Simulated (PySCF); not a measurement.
C₂H₇AlO₂. Atoms are numbered in the order given.

```xyz
12

Al     0.0000     0.0000     1.0556
H      0.0000     0.0000     2.6173
O     -1.4897     0.0000     0.2511
C     -2.0818     0.0000    -1.0104
H     -2.7245     0.8902    -1.1409
H     -1.3426     0.0000    -1.8350
H     -2.7245    -0.8902    -1.1409
O      1.4897     0.0000     0.2511
C      2.0818     0.0000    -1.0104
H      1.3426     0.0000    -1.8350
H      2.7245     0.8902    -1.1409
H      2.7245    -0.8902    -1.1409
```

Coordinates come from a B3LYP-D3(BJ)/def2-SVP optimisation. The structure was generated by enumeration; whether it is a known compound was not checked. The values are those of a single conformer.

Computed with HF/def2-TZVP (PySCF).

ESP charges are fitted to the potential on shells at 1.4 to 2.0 van der Waals radii. Atomic charges (e):

```json
[
 {"atom": "Al1", "Löwdin": "0.18", "meta-Löwdin": "1.16", "ESP fit": "1.20", "Mulliken": "0.76"},
 {"atom": "H2", "Löwdin": "-0.12", "meta-Löwdin": "-0.18", "ESP fit": "-0.35", "Mulliken": "-0.12"},
 {"atom": "O3", "Löwdin": "0.02", "meta-Löwdin": "-0.73", "ESP fit": "-0.61", "Mulliken": "-0.51"},
 {"atom": "C4", "Löwdin": "-0.33", "meta-Löwdin": "0.00", "ESP fit": "0.10", "Mulliken": "-0.08"},
 {"atom": "H5", "Löwdin": "0.10", "meta-Löwdin": "0.09", "ESP fit": "0.03", "Mulliken": "0.10"},
 {"atom": "H6", "Löwdin": "0.09", "meta-Löwdin": "0.07", "ESP fit": "0.02", "Mulliken": "0.08"},
 {"atom": "H7", "Löwdin": "0.10", "meta-Löwdin": "0.09", "ESP fit": "0.03", "Mulliken": "0.10"},
 {"atom": "O8", "Löwdin": "0.02", "meta-Löwdin": "-0.73", "ESP fit": "-0.61", "Mulliken": "-0.51"},
 {"atom": "C9", "Löwdin": "-0.33", "meta-Löwdin": "0.00", "ESP fit": "0.10", "Mulliken": "-0.08"},
 {"atom": "H10", "Löwdin": "0.09", "meta-Löwdin": "0.07", "ESP fit": "0.02", "Mulliken": "0.08"},
 {"atom": "H11", "Löwdin": "0.10", "meta-Löwdin": "0.09", "ESP fit": "0.03", "Mulliken": "0.10"},
 {"atom": "H12", "Löwdin": "0.10", "meta-Löwdin": "0.09", "ESP fit": "0.03", "Mulliken": "0.10"}
]
```
